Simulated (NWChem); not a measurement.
Species: AlH₂S₂F; SMILES [F][Al]([SH])[SH]

```xyz
6

Al    -0.3639    -0.0137     0.0000
F     -2.0252     0.0281     0.0000
S      0.7249     1.8659     0.0000
H     -0.4144     2.5949     0.0000
S      0.6201    -1.9459     0.0000
H      1.8529    -1.3891     0.0000
```
Atoms are numbered in this order, from 1.

Geometry: optimised at PBE0/def2-SVP.

Symmetry labels are those of Cs in the frame above (b1 and b2, or b-type labels, depend on it).

**Question.** List the 6 lowest vertical singlet excitations from LRC-wPBEh/6-31+G* (spherical d), full TDDFT (NWChem).

**Answer.** 
```tsv
state	energy (eV)	oscillator strength	symmetry	leading excitation (squared amplitude)
S1	5.70	0.000	a"	HOMO → LUMO (0.90)
S2	6.31	0.143	a"	HOMO−1 → LUMO (0.85)
S3	6.45	0.003	a"	HOMO → LUMO+3 (0.37)
S4	6.50	0.027	a'	HOMO → LUMO+1 (0.78)
S5	6.60	0.000	a"	HOMO−1 → LUMO+2 (0.22)
S6	7.07	0.020	a'	HOMO−1 → LUMO+1 (0.87)
```
